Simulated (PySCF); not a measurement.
Au³⁺: ionisation energy

Au³⁺ [Xe] 4f14 5d8 [5d3/2^4 5d5/2^4, M_J = 4] → Au⁴⁺ [Xe] 4f14 5d7 [5d3/2^4 5d5/2^3, M_J = 9/2], as a difference of total energies. Calculation: PySCF 2.14, in x2c-SVPall-2c; the two-component X2C-1e Hamiltonian. Correlated levels: [Kr] 4d10 4f14 frozen; the 22 highest virtual spinors dropped. "Screened" scales the spin-orbit matrix elements by Boettger's factors to mimic the two-electron term; Breit and QED terms are absent.

```json
{"method": "GHF (spin-free)", "ionisation energy (eV)": "45.205"}
{"method": "GMP2 (spin-free)", "ionisation energy (eV)": "46.015"}
{"method": "GHF (screened spin-orbit)", "ionisation energy (eV)": "44.701"}
{"method": "GMP2 (screened spin-orbit)", "ionisation energy (eV)": "45.506"}
```

Question: How much does correlation contribute at GMP2 (screened spin-orbit)?

Answer: 45.506 − (44.701) = 0.805 eV, measured against GHF (screened spin-orbit).

The spin-free rows relax to the high-spin LS determinant and lack the spin-orbit shift.

Errors of the correlated levels include the incompleteness of this basis and the frozen core.

The labels give the starting determinants; with spin-orbit coupling the two ends relaxed to ⟨J²⟩ = 20.01, ⟨L²⟩ = 12.47, ⟨S²⟩ = 2.05 and ⟨J²⟩ = 24.76, ⟨L²⟩ = 13.56, ⟨S²⟩ = 3.37.

For comparison: 45 ± 1.7 eV (theoretical estimate listed by NIST; NIST Atomic Spectra Database, ionization energies).
